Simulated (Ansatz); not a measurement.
CH4BrFSi can be A, `FC[SiH2]Br`, or B, `C[SiH](F)Br`.

Program: Ansatz. Geometries: PBE0-D4/def2-TZVP. ΔE: electronic, gas phase. CCSD(T)/CBS adds triple-zeta CCSD(T) − MP2 to the extrapolated MP2 energy (def2 sets, frozen cores). Functionals use def2-TZVPP. B3LYP here is the variant with VWN-RPA as its local correlation; programs differ in this. For Br outer-core shells are correlated without core-valence functions, which leaves a few kJ/mol of doubt a bond. Scalar relativity is left out up to krypton. Each species was taken in one conformer, which may not be the lowest.

A:

Z-matrix (Å, degrees):
```
C
Si 1 1.889
F 1 1.390 2 109.1
H 1 1.095 2 111.1 3 -119.8
H 1 1.095 2 111.1 3 119.8
Br 2 2.222 1 106.6 3 180.0
H 2 1.480 1 111.0 3 61.9
H 2 1.480 1 111.0 3 -61.9
```

B:

Z-matrix (Å, degrees):
```
C
Si 1 1.844
H 1 1.093 2 110.1
H 1 1.092 2 110.3 3 119.8
H 1 1.092 2 110.6 3 -120.2
F 2 1.594 1 109.5 3 60.2
Br 2 2.213 1 110.3 3 178.5
H 2 1.478 1 114.1 3 -60.3
```

(1) Which isomer does CCSD(T)/CBS put lower? Give the gap. (Estimate.)

(2) Give E(B) − E(A) in kcal/mol with BLYP-D4, r2SCAN-D4, PBE0-D4, CCSD(T)/def2-TZVPP, MP2/def2-TZVPP, B3LYP, ωB97M-V. (Estimate.)

(3) Does the order hold for the free energy at 298.15 K (harmonic terms from PBE0-D4)? (Best estimate.)

Largest T1 diagnostic: 0.009.

Results:

(1) Ansatz gave: B, by 63.6 kcal/mol.

(2) Ansatz gave: BLYP-D4 -59.6, r2SCAN-D4 -63.0, PBE0-D4 -60.9, CCSD(T)/def2-TZVPP -62.7, MP2/def2-TZVPP -65.6, B3LYP -60.8, ωB97M-V -62.3. None reverses the order clearly.

(3) Ansatz gave: Yes: G(B) − G(A) = -62.3 kcal/mol, for one conformer each.

At CCSD(T), def2-SVP lies +6.3 kcal/mol from the extrapolated value and def2-TZVPP +0.9 kcal/mol. From PBE to PBE0 (25 % exact exchange), in def2-TZVPP and without D4, E(B) − E(A) moves by −1.7 kcal/mol.
